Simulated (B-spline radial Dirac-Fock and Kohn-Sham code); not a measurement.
**What relativity does to the binding energies of Zr³⁺**

System: zirconium as Zr³⁺, 1s2 2s2 2p6 3s2 3p6 3d10 4s2 4p6 4d1.

Both columns are ΔSCF binding energies of the configuration average from a radial finite-basis atomic code: non-relativistic Hartree-Fock with a point nucleus, and Dirac-Fock with a finite nucleus and the Coulomb interaction alone, averaged over the two j levels with weights 2j+1.

```
shell  Hartree-Fock (eV)  Dirac-Fock (eV)  shift (eV)  shift (%)
   1s            17681.6          18083.0     +401.39      +2.27
   2s             2488.3           2581.8      +93.49      +3.76
   2p             2270.8           2294.8      +24.00      +1.06
   3s              456.5            473.6      +17.14      +3.75
   3p              373.8            378.0       +4.21      +1.13
   3d              223.2            219.9       -3.35      -1.50
   4s              91.30            93.78       +2.48      +2.72
   4p              65.79            66.13       +0.35      +0.53
   4d              33.77            33.32       -0.45      -1.33
```

Relativity binds 1s, 2s, 2p, 3s, 3p, 4s, 4p more strongly, among those listed most of all 2s in relative terms, and 3d, 4d more weakly, because the contracted s and p shells screen the nucleus better.

Values without a named source are computed, but for edge energies of neutral atoms, which are taken from tables.
